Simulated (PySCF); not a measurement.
C2H5ClOSi2, SMILES ClC1[Si@@H]([SiH2]C=1)O. Coordinates come from a B3LYP-D3(BJ)/def2-SVP optimisation. The structure was generated by enumeration; whether it is a known compound was not checked. The values are those of a single conformer.

Level of theory: PySCF with B3LYP-D3(BJ)/def2-SVP.

Harmonic wavenumbers (cm⁻¹): 110, 138, 176, 237, 309, 359, 420, 438, 489, 532, 636, 673, 719, 773, 790, 853, 892, 902, 931, 963, 1177, 1546, 2201, 2209, 2256, 3155, 3868. Rotational constants (GHz): 2.429, 1.417, 0.9564; symmetry number 1.

**Question.** Work out the zero-point energy and the ideal-gas rigid-rotor harmonic-oscillator thermochemistry at 298.15 K and 1 atm.

**Answer.** ZPE = ½ Σ hcν = ½ × 27751 cm⁻¹ = 165.99 kJ/mol. H − E(el) = 189.21 kJ/mol. Entropy in J/(mol K): translation 170.08, rotation 121.21, vibration 75.25, total 366.54. G − E(el) = 79.93 kJ/mol. Cp = 128.41 J/(mol K). Modes under 150 cm⁻¹ make the vibrational entropy uncertain.
